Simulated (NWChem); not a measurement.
System: C$_{2}$H$_{4}$F$_{2}$Si; SMILES [SiH3]/C(F)=C\F

```xyz
9

F      0.6272    -1.8772     0.6844
C     -0.4588    -1.3124     0.1725
C     -0.4825    -0.0222    -0.1729
F     -1.6361     0.4509    -0.6835
Si     0.9128     1.2381    -0.0345
H     -1.3137    -1.9871     0.0622
H      2.1181     0.5819     0.5409
H      0.4611     2.3599     0.8395
H      1.2099     1.7761    -1.3943
```
Atoms are numbered in this order, from 1.

Level: PBE0/def2-SVP (NWChem), optimised geometry, unscaled harmonic frequencies. 

Problem. List the harmonic frequencies with IR intensities, and the thermochemistry.

Solution. 
```json
[
 {"frequency (cm⁻¹)": "80", "IR intensity (km/mol)": "0.0"},
 {"frequency (cm⁻¹)": "162", "IR intensity (km/mol)": "1.5"},
 {"frequency (cm⁻¹)": "307", "IR intensity (km/mol)": "10.6"},
 {"frequency (cm⁻¹)": "311", "IR intensity (km/mol)": "6.2"},
 {"frequency (cm⁻¹)": "355", "IR intensity (km/mol)": "2.2"},
 {"frequency (cm⁻¹)": "527", "IR intensity (km/mol)": "4.5"},
 {"frequency (cm⁻¹)": "619", "IR intensity (km/mol)": "3.1"},
 {"frequency (cm⁻¹)": "679", "IR intensity (km/mol)": "30.8"},
 {"frequency (cm⁻¹)": "685", "IR intensity (km/mol)": "56.4"},
 {"frequency (cm⁻¹)": "878", "IR intensity (km/mol)": "22.2"},
 {"frequency (cm⁻¹)": "908", "IR intensity (km/mol)": "222.1"},
 {"frequency (cm⁻¹)": "932", "IR intensity (km/mol)": "43.2"},
 {"frequency (cm⁻¹)": "945", "IR intensity (km/mol)": "48.5"},
 {"frequency (cm⁻¹)": "1221", "IR intensity (km/mol)": "253.5"},
 {"frequency (cm⁻¹)": "1226", "IR intensity (km/mol)": "8.3"},
 {"frequency (cm⁻¹)": "1319", "IR intensity (km/mol)": "0.9"},
 {"frequency (cm⁻¹)": "1757", "IR intensity (km/mol)": "39.9"},
 {"frequency (cm⁻¹)": "2247", "IR intensity (km/mol)": "63.0"},
 {"frequency (cm⁻¹)": "2249", "IR intensity (km/mol)": "95.1"},
 {"frequency (cm⁻¹)": "2275", "IR intensity (km/mol)": "68.0"},
 {"frequency (cm⁻¹)": "3223", "IR intensity (km/mol)": "4.2"}
]
```

```
Property                                                                            Value
-----------------------------------------------------------------------  ----------------
zero-point energy                                                           32.7 kcal/mol
thermal correction to the enthalpy at 298.15 K (with zero-point energy)     37.2 kcal/mol
heat capacity Cv                                                         21.1 cal/(mol K)
entropy at 298.15 K and 1 atm (symmetry number 1)                        78.9 cal/(mol K)
dipole moment                                                                      0.23 D
```

Rigid rotor and harmonic oscillator; modes under 100 cm⁻¹ make the entropy uncertain.
